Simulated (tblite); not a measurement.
Compound: C7H9GaO.
Atom-mapped SMILES: `[CH3:1][C:2]#[C:3][Ga:4]1[CH2:5][CH:6]=[CH:7][O:8][CH2:9]1` (hydrogens: H10, H11, H12 on C1; H13, H14 on C5; H15 on C6; H16 on C7; H17, H18 on C9)

Computed with GFN2-xTB (tblite), gas phase: L-BFGS steps from a force-field or distance-geometry start until the largest atomic force falls under 0.01 eV/Å.

Geometry at step 17:
```
atom  x, y, z in Å
C1      4.1441   -0.2888    0.1434
C2      2.7536    0.1052    0.2164
C3      1.6041    0.4731    0.3288
Ga4    -0.2851    0.9512    0.1318
C5     -1.3796    0.2565   -1.4102
C6     -1.8655   -0.9422   -0.6136
C7     -2.2995   -0.9935    0.6452
O8     -2.3926   -0.0815    1.6417
C9     -1.8311    1.2376    1.4604
H10     4.2723   -1.0856   -0.5871
H11     4.4882   -0.6404    1.1145
H12     4.7529    0.5630   -0.1569
H13    -2.2262    0.8788   -1.7210
H14    -0.8867   -0.0975   -2.3144
H15    -1.9028   -1.8815   -1.1497
H16    -2.6749   -1.9391    1.0138
H17    -2.5905    1.8767    0.9735
H18    -1.6893    1.6145    2.4775
```

**Question.** Give the atomic forces at this geometry.

**Answer.** 
```json
{"atom": "C1", "Fx (eV/Å)": "0.014", "Fy (eV/Å)": "-0.005", "Fz (eV/Å)": "0.005"}
{"atom": "C2", "Fx (eV/Å)": "0.044", "Fy (eV/Å)": "0.054", "Fz (eV/Å)": "0.036"}
{"atom": "C3", "Fx (eV/Å)": "-0.025", "Fy (eV/Å)": "0.058", "Fz (eV/Å)": "0.022"}
{"atom": "Ga4", "Fx (eV/Å)": "-0.021", "Fy (eV/Å)": "0.008", "Fz (eV/Å)": "-0.014"}
{"atom": "C5", "Fx (eV/Å)": "0.081", "Fy (eV/Å)": "0.114", "Fz (eV/Å)": "-0.056"}
{"atom": "C6", "Fx (eV/Å)": "-0.022", "Fy (eV/Å)": "-0.004", "Fz (eV/Å)": "-0.013"}
{"atom": "C7", "Fx (eV/Å)": "-0.039", "Fy (eV/Å)": "-0.063", "Fz (eV/Å)": "0.047"}
{"atom": "O8", "Fx (eV/Å)": "-0.014", "Fy (eV/Å)": "0.014", "Fz (eV/Å)": "-0.001"}
{"atom": "C9", "Fx (eV/Å)": "0.073", "Fy (eV/Å)": "-0.027", "Fz (eV/Å)": "-0.051"}
{"atom": "H10", "Fx (eV/Å)": "-0.024", "Fy (eV/Å)": "-0.031", "Fz (eV/Å)": "-0.021"}
{"atom": "H11", "Fx (eV/Å)": "-0.005", "Fy (eV/Å)": "-0.021", "Fz (eV/Å)": "0.042"}
{"atom": "H12", "Fx (eV/Å)": "0.008", "Fy (eV/Å)": "0.034", "Fz (eV/Å)": "-0.011"}
{"atom": "H13", "Fx (eV/Å)": "-0.049", "Fy (eV/Å)": "0.010", "Fz (eV/Å)": "0.020"}
{"atom": "H14", "Fx (eV/Å)": "0.081", "Fy (eV/Å)": "-0.019", "Fz (eV/Å)": "-0.082"}
{"atom": "H15", "Fx (eV/Å)": "-0.082", "Fy (eV/Å)": "-0.041", "Fz (eV/Å)": "-0.061"}
{"atom": "H16", "Fx (eV/Å)": "-0.062", "Fy (eV/Å)": "-0.079", "Fz (eV/Å)": "0.124"}
{"atom": "H17", "Fx (eV/Å)": "-0.040", "Fy (eV/Å)": "-0.006", "Fz (eV/Å)": "0.023"}
{"atom": "H18", "Fx (eV/Å)": "0.082", "Fy (eV/Å)": "0.005", "Fz (eV/Å)": "-0.008"}
```

The largest, 0.16 eV/Å, acts on H16; the rms over all components is 0.047 eV/Å. The forces sum to zero within rounding, as they must for an isolated molecule in no field.

**Question.** Give the force on H16 in Eh/bohr and in nN.

**Answer.** 0.160 eV/Å ÷ 51.422 = 0.00310 Eh/bohr, and 0.160 eV/Å × 1.602 = 0.26 nN.

**Question.** How far is this geometry from the end of the optimisation?

**Answer.** 0.246 eV above it, and 0.711 Å rms away after alignment. The bonds farthest from their final lengths, with half the difference of the two atoms' forces along the bond (positive lengthens):

```tsv
bond	now (Å)	final (Å)	force along bond (eV/Å)
Ga4–C9	2.058	2.006	-0.05
O8–C9	1.445	1.493	0.00
Ga4–C5	2.015	2.050	-0.03
C7–O8	1.354	1.382	+0.01
C5–C6	1.519	1.502	+0.07
C9–H17	1.106	1.093	+0.03
```

The angle farthest from its final value is Ga4–C9–O8, 104.2° against 77.3°.

Of the 6 listed bonds off by 0.010 Å or more, this force points towards the final length in 2.

What follows is the cost of the whole relaxation. On one thread, Arm Neoverse N1 (aarch64), shared host with 64 logical CPUs at a one-minute load of 58, this took 1.7 s.
